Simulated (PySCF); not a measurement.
Vertical excitations of a molecule C2H10OSi3 from TDA-ωB97X/def2-SVPD (PySCF 2.14.0), as energy in eV (oscillator strength): 3.29 (0.004), 6.52 (0.073), 6.56 (0.023), 6.88 (0.129), 7.37 (0.014), 7.54 (0.043). Lowest triplet (TDA): 2.62 eV. Geometry optimised at B3LYP-D3(BJ)/def2-SVP. Other conformers were not sampled.

Question: Which molecule gave these data?
(A) O=C[Si@H]([SiH3])C[SiH3]
(B) C[Si@H]1OC[Si@H]1[SiH3]
(C) C[Si@]1([SiH3])CO[SiH2]1
(D) [SiH3][Si@@H]1OCC[SiH2]1

Answer: A, O=C[Si@H]([SiH3])C[SiH3]
